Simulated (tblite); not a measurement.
C₆H₈NO (doublet state).
Numbering: `[O:1]=[CH:2][NH:3][C:4]12[CH2:5][C:6]([CH2:7]1)[CH2:8]2` (hydrogens: H9 on C2; H10 on N3; H11, H12 on C5; H13, H14 on C7; H15, H16 on C8)

Structure used (GFN2-xTB), in Å, numbered top down from 1:
```
atom  x, y, z in Å
O1     1.835    0.907    1.637
C2     2.099   -0.038    0.944
N3     1.261   -0.618    0.058
C4    -0.075   -0.134   -0.150
C5    -1.173   -0.039    0.927
C6    -1.721    0.442   -0.422
C7    -1.073   -0.761   -1.126
C8    -0.453    1.273   -0.653
H9     3.082   -0.547    0.962
H10    1.561   -1.408   -0.493
H11   -1.557   -0.976    1.318
H12   -1.026    0.704    1.702
H13   -1.454   -1.747   -0.878
H14   -0.859   -0.659   -2.186
H15   -0.192    1.513   -1.679
H16   -0.263    2.096    0.026
```

Level: GFN2-xTB in tblite, geometry and Hessian alike; calculated harmonic values, unscaled, isolated species. Errors from tens to a few hundred cm⁻¹ against measured bands are possible. One conformer, not necessarily the lowest. Open shells enter through the occupations alone, without spin polarisation, and single modes of such species can be off by tens of per cent.

How many normal modes are there?

16 atoms, non-linear: 3N − 6 = 42.

What is the point group of the computed structure, and how do the modes divide by symmetry?

Cs. The vibrations span 25 a′ + 17 a″.

How many distinct wavenumbers does the calculation give?

42: Cs has no degenerate species.

How many fundamentals are allowed in the infrared by symmetry?

42 of 42: in Cs every mode is allowed. All fundamentals are allowed in the Raman spectrum.

Time: 0.39 s of wall time. Hardware: an Arm Neoverse V2 with one thread, shared host. The figure is for the frequency step alone.
